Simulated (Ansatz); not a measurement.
Reaction (ligand exchange at the Se–As bond): `C[Se][AsH2]` + `[SiH3][SeH]` → `C[Se][Se][SiH3]` + `[AsH3]`

Program: Ansatz. Geometries: PBE0-D4/def2-TZVP. ΔE: electronic, gas phase. CCSD(T)/CBS adds triple-zeta CCSD(T) − MP2 to the extrapolated MP2 energy (def2 sets, frozen cores). DFT in def2-TZVPP. B3LYP here is the variant with VWN-RPA as its local correlation; programs differ in this. HSE06 is defined as in plane-wave codes. For As, Se outer-core shells are correlated without core-valence functions, which leaves a few kJ/mol of doubt a bond. Scalar relativity is left out up to krypton. One conformer a species, not always the lowest.

| level | ΔE (kcal/mol) | difference from CCSD(T)/CBS |
| --- | --- | --- |
| LDA (SPW92) | 2.7 | -0.7 |
| BLYP-D4 | 2.2 | -1.2 |
| r2SCAN-D4 | 3.6 | 0.2 |
| B97M-V | 3.0 | -0.4 |
| BHLYP-D4 | 3.5 | 0.1 |
| ωB97X-V | 3.8 | 0.4 |
| PBE-QIDH | 4.3 | 0.9 |
| B3LYP | 4.4 | 1.0 |
| r2SCAN0 | 4.3 | 0.9 |
| HSE06 | 4.3 | 0.9 |
| BHLYP | 4.9 | 1.5 |
| LC-ωPBE | 4.6 | 1.2 |
| RPA@PBE/def2-TZVPP | 3.7 | 0.3 |
| CCSD/def2-SVP | 4.3 | 0.9 |
| HF/def2-TZVPP | 6.0 | 2.6 |
| MP2/def2-QZVPP | 3.6 | 0.2 |
| CCSD(T)/CBS | 3.4 | 0 |

Largest T1 diagnostic among the species: 0.011.

From BLYP to BHLYP (50 % exact exchange), in def2-TZVPP and without D4, ΔE moves by +0.9 kcal/mol. In def2-TZVPP, CCSD(T) changes the Hartree–Fock value by −2.1 kcal/mol (the triples alone add −0.5 kcal/mol) and MP2 by −2.1 kcal/mol.
